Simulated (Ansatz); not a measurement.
`COB(C)N` + `CO[Si]1(Cl)CO1` → `COB(C)OC` + `N[Si]1(Cl)CO1`  (redistribution)

Computed with Ansatz on PBE0-D4/def2-TZVP structures; ΔE is electronic, products minus reactants. CBS: MP2 limit from def2 TZ/QZ plus the TZ coupled-cluster correction, frozen cores. Functionals use def2-TZVPP. B3LYP here is the variant with VWN-RPA as its local correlation; programs differ in this. One conformer a species, not always the lowest.

`COB(C)N`:

Z-matrix (Å, degrees):
```
C
O 1 1.404
H 1 1.095 2 111.9
H 1 1.096 2 111.8 3 121.7
H 1 1.091 2 108.0 3 -119.2
B 2 1.375 1 121.5 3 -60.0
N 6 1.405 2 115.7 1 -179.9
C 6 1.577 2 122.6 1 0.2
H 7 1.005 6 122.2 2 -0.0
H 7 1.002 6 123.1 2 -180.0
H 8 1.092 6 112.8 2 -179.5
H 8 1.095 6 111.2 2 59.6
H 8 1.095 6 111.3 2 -58.5
```

`CO[Si]1(Cl)CO1`:

Cartesian coordinates in Å:
```
C 0.025 1.858 -1.000
O -0.396 0.829 -0.127
Si 0.195 -0.639 0.144
Cl 1.347 -1.226 -1.425
C -0.542 -1.794 1.284
O 0.737 -1.048 1.626
H 0.542 1.455 -1.874
H -0.859 2.405 -1.328
H 0.692 2.542 -0.471
H -1.359 -1.514 1.945
H -0.382 -2.868 1.226
```

`COB(C)OC`:

Cartesian coordinates in Å:
```
C -0.626 1.937 -0.077
O -0.039 0.743 -0.536
B 0.027 -0.373 0.250
C -0.530 -0.441 1.717
O 0.613 -1.478 -0.284
C 1.126 -1.457 -1.599
H -1.682 1.795 0.174
H -0.108 2.327 0.805
H -0.555 2.675 -0.876
H -0.047 0.301 2.361
H -0.374 -1.425 2.157
H -1.602 -0.219 1.748
H 1.914 -0.706 -1.706
H 1.541 -2.444 -1.806
H 0.342 -1.236 -2.328
```

`N[Si]1(Cl)CO1`:

```xyz
9

N    -0.726   -1.257    0.820
Si    0.308   -0.309   -0.102
Cl    1.466   -1.579   -1.190
C     0.120    1.398   -0.611
O     0.986    1.012    0.575
H    -1.308   -0.879    1.548
H    -0.831   -2.245    0.680
H    -0.719    2.020   -0.306
H     0.705    1.840   -1.414
```

```tsv
level	ΔE (eV)
PBE-D4	0.06
ωB97X-V	0.04
PBE0	0.05
B3LYP	0.06
MP2/def2-TZVPP	0.05
CCSD(T)/def2-TZVPP	0.04
MP2/def2-QZVPP	0.05
SCS-MP2/def2-QZVPP	0.05
```

(1) What does CCSD(T)/CBS give? (Best estimate.)

Largest T1 diagnostic among the species: 0.012.

## Answers

(1) Computed: +0.04 eV. The listed levels differ from it by 0.02, 0.00, 0.01, 0.02, 0.01, 0.00, 0.01, 0.01 eV.
